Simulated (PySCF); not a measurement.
Ionisation energy of N⁺ by level of theory

N⁺ [He] 2s2 2p2 (3P) → N²⁺ [He] 2s2 2p1 (2P), as a difference of total energies. Computed with PySCF 2.14 in pcseg-2 (4s3p2d1f, 30 functions), with no relativity, point nucleus. Correlated levels: valence: 1s2 frozen. The calculations carry no spin-orbit coupling.

```tsv
method	ionisation energy (eV)	difference from reference (eV)
UHF	29.221	-0.380
M06-2X	29.734	+0.133
r2SCAN	30.176	+0.575
MP2 (valence)	29.626	+0.025
SCS-MP2 (valence)	29.495	-0.106
CCSD (valence)	29.472	-0.129
CCSD(T) (valence)	29.486	-0.115
```

Reference: 29.601 eV (semi-empirical (NIST evaluation); NIST Atomic Spectra Database, ionization energies).

Errors of the correlated levels include the incompleteness of this basis and the frozen core.
